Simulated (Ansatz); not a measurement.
`S[SiH](Cl)[SeH]` + H₂ → `Cl[SiH2][SeH]` + H₂S at 298.15 K and 1 bar (hydrogenolysis of the Si–S bond).

Calculated with Ansatz (gas phase, PBE0-D4/def2-TZVP geometries, no zero-point term in ΔE). CBS: MP2 limit from def2 TZ/QZ plus the TZ coupled-cluster correction, frozen cores. This one scheme is used for every species. For Se outer-core shells are correlated without core-valence functions, which leaves a few kJ/mol of doubt a bond. Scalar relativity is left out up to krypton. Each species was taken in one conformer, which may not be the lowest.

```
          species  CCSD(T)/CBS energy (Eh)  H − E (kJ/mol)  S (J/(mol·K))
`S[SiH](Cl)[SeH]`              -3549.25030            96.8          359.8
               H₂                 -1.17544            35.1          130.4
  `Cl[SiH2][SeH]`              -3151.43476            86.9          325.8
              H₂S               -398.97279            49.9          205.7
```

H − E and S are ideal-gas, rigid-rotor, harmonic terms from PBE0-D4/def2-TZVP, for one conformer and one mirror image of each species. For small species the MP2-based limit differs from directly extrapolated CCSD(T) by up to some mEh (0.8 for H₂); such offsets cancel only in part. 1 Eh = 2625.50 kJ/mol, R = 8.31446 J/(mol·K).

Q: By hand: ΔE, ΔH, ΔS and ΔG.

A: ΔE = (-3151.43476) + (-398.97279) − (-3549.25030) − (-1.17544) = 0.01819 Eh = 47.8 kJ/mol. Δ(H − E) = 86.9 + 49.9 − 96.8 − 35.1 = 4.9, so ΔH = 52.7 kJ/mol. ΔS = 325.8 + 205.7 − 359.8 − 130.4 = 41.3 J/(mol·K). ΔG = 52.7 − 298.15 × (41.3)/1000 = 40.4 kJ/mol.

Q: By hand: the equilibrium constant, and the temperature at which ΔG would vanish if ΔH and ΔS stayed fixed.

A: log₁₀ K = −ΔG/(RT ln 10) = -7.1. ΔG = 0 at ΔH/ΔS = 1276 K.

ΔH outweighs TΔS. A doubt of 5 kJ/mol in ΔE shifts log₁₀ K by 0.9 here. Other conformers and mirror images would add mixing entropy, several J/(mol·K) or more a flexible species. These are equilibria of isolated gas molecules and say nothing of rates. Largest T1 diagnostic: 0.010 (customary marks: 0.02 for closed shells, 0.045 for open ones).
